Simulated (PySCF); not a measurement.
Isomers of C4H9ClO2Si2, mass 179.983 u with the commonest isotopes. Method: PBE0/pcSseg-1 in PySCF (dipole) on a GFN2-xTB geometry, gas phase. One conformer each, none proved a minimum here; rigid rotors.

**Question.** Order these by rotational constant A, smallest first.
A. `[CH2:1]=[CH:2][Si@:3]1([Cl:4])[O:5][CH2:6][CH2:7][SiH2:8][O:9]1` with C1–C2–Si3–Cl4 4°, C2–Si3–O5–C6 -143°, Si3–O5–C6–C7 55°, O5–C6–C7–Si8 -60°, C6–C7–Si8–O9 39°
B. `[O:1]=[C:2]1[CH2:3][CH2:4][Si@@:5]([Cl:6])([O:7][SiH3:8])[CH2:9]1` with C4–Si5–O7–Si8 -140°, O1–C2–C3–C4 134°, C2–C3–C4–Si5 34°, C3–C4–Si5–Cl6 105°, C4–Si5–C9–C2 -9°
C. `[CH3:1][O:2][SiH2:3]/[CH:4]=[C:5](/[CH:6]=[O:7])[SiH2:8][Cl:9]` with C1–O2–Si3–C4 -171°, O2–Si3–C4–C5 35°, C4–C5–C6–O7 167°, C4–C5–Si8–Cl9 45°

**Answer.** C (1306 MHz), B (1335 MHz), A (1563 MHz).

**Question.** Order these by rotational constant C, largest first.
A. `[CH:1]#[C:2][Si@@H:3]([O:4][CH2:5][CH3:6])[O:7][SiH2:8][Cl:9]` with C2–Si3–O4–C5 -55°, Si3–O4–C5–C6 158°, C2–Si3–O7–Si8 -67°, Si3–O7–Si8–Cl9 129°
B. `[CH2:1]=[CH:2][Si@:3]1([Cl:4])[O:5][CH2:6][CH2:7][SiH2:8][O:9]1` with C1–C2–Si3–Cl4 4°, C2–Si3–O5–C6 -143°, Si3–O5–C6–C7 55°, O5–C6–C7–Si8 -60°, C6–C7–Si8–O9 39°
C. `[O:1]=[C:2]1[CH2:3][CH2:4][Si@@:5]([Cl:6])([O:7][SiH3:8])[CH2:9]1` with C4–Si5–O7–Si8 -140°, O1–C2–C3–C4 134°, C2–C3–C4–Si5 34°, C3–C4–Si5–Cl6 105°, C4–Si5–C9–C2 -9°
D. `[CH3:1][O:2][SiH2:3]/[CH:4]=[C:5](/[CH:6]=[O:7])[SiH2:8][Cl:9]` with C1–O2–Si3–C4 -171°, O2–Si3–C4–C5 35°, C4–C5–C6–O7 167°, C4–C5–Si8–Cl9 45°

**Answer.** B (700.1 MHz), D (552.2 MHz), C (534.1 MHz), A (401.4 MHz).

**Question.** Order these by out-of-plane moment Σ m c² = (Ia + Ib − Ic)/2, smallest first.
A. `[CH:1]#[C:2][Si@@H:3]([O:4][CH2:5][CH3:6])[O:7][SiH2:8][Cl:9]` with C2–Si3–O4–C5 -55°, Si3–O4–C5–C6 158°, C2–Si3–O7–Si8 -67°, Si3–O7–Si8–Cl9 129°
B. `[O:1]=[C:2]1[CH2:3][CH2:4][Si@@:5]([Cl:6])([O:7][SiH3:8])[CH2:9]1` with C4–Si5–O7–Si8 -140°, O1–C2–C3–C4 134°, C2–C3–C4–Si5 34°, C3–C4–Si5–Cl6 105°, C4–Si5–C9–C2 -9°
C. `[CH3:1][O:2][SiH2:3]/[CH:4]=[C:5](/[CH:6]=[O:7])[SiH2:8][Cl:9]` with C1–O2–Si3–C4 -171°, O2–Si3–C4–C5 35°, C4–C5–C6–O7 167°, C4–C5–Si8–Cl9 45°
D. `[CH2:1]=[CH:2][Si@:3]1([Cl:4])[O:5][CH2:6][CH2:7][SiH2:8][O:9]1` with C1–C2–Si3–Cl4 4°, C2–Si3–O5–C6 -143°, Si3–O5–C6–C7 55°, O5–C6–C7–Si8 -60°, C6–C7–Si8–O9 39°

**Answer.** A (59.00 u·Å²), C (82.19 u·Å²), B (91.69 u·Å²), D (147.43 u·Å²).

```
                     SMILES  point group  Ia (u·Å²)  Ib (u·Å²)  Ic (u·Å²)      κ  μa (D)  μb (D)  μc (D)
   C=C[Si@]1(Cl)OCC[SiH2]O1           C1     323.43     693.33     721.90  -0.93    2.08    1.19    0.63
   C#C[Si@@H](OCC)O[SiH2]Cl           C1     325.83    1051.24    1259.08  -0.86    2.89    0.24    0.80
 CO[SiH2]/C=C(/C=O)[SiH2]Cl           C1     387.05     692.55     915.22  -0.53    3.01    2.00    0.33
O=C1CC[Si@@](Cl)(O[SiH3])C1           C1     378.52     751.09     946.22  -0.65    2.07    0.68    0.95
```
